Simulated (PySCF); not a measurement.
# Stretching CsCl

Set-up: Cs def2-SVPD with ECP46, Cl def2-SVPD; scalar-relativistic core potentials (PySCF 2.14). Energies in eV from Cs + Cl in their ground configurations at the same level. All curves are PBE0. state 1: ¹Σ⁺ (singlet), closed shell; state 2: triplet, unpaired electrons σ ↑, π ↑, a second solution, started from another occupation.

```json
{"R (Å)": "2.579", "state 1": "-3.794", "state 2": "1.6946"}
{"R (Å)": "2.699", "state 1": "-4.148", "state 2": "1.1285"}
{"R (Å)": "2.819", "state 1": "-4.333", "state 2": "0.7452"}
{"R (Å)": "2.909", "state 1": "-4.394", "state 2": "0.5430"}
{"R (Å)": "2.999", "state 1": "-4.409", "state 2": "0.3934"}
{"R (Å)": "3.089", "state 1": "-4.390", "state 2": "0.2832"}
{"R (Å)": "3.209", "state 1": "-4.328", "state 2": "0.1805"}
{"R (Å)": "3.359", "state 1": "-4.214", "state 2": "0.0997"}
{"R (Å)": "3.539", "state 1": "-4.049", "state 2": "0.0448"}
{"R (Å)": "3.779", "state 1": "-3.813", "state 2": "0.0094"}
```

Problem. Put a parabola through the three lowest points of the state 1 curve and estimate Re, k and ωe (reduced mass 27.68 u; 1 eV/Å² = 0.16022 mdyn/Å; ωe = 1302.8·√(k/μ) cm⁻¹).

Solution. Through R = 2.909, 2.999, 3.089 Å the second-order coefficient is 2.10 eV/Å², so Re ≈ 2.994 Å, k ≈ 0.673 mdyn/Å and ωe ≈ 203 cm⁻¹. A polynomial fit of higher order to the unrounded PBE0 energies gives Re = 2.988 Å, k = 0.692 mdyn/Å, ωe = 206 cm⁻¹; anharmonicity and rounding make the difference.

The higher-order fit for each curve: state 1: Re = 2.988 Å, ωe = 206 cm⁻¹, De = 4.41 eV. State 2 gave no clean fit.

These are scalar-relativistic numbers at best; spin–orbit coupling would shift them, the dissociation energy most.
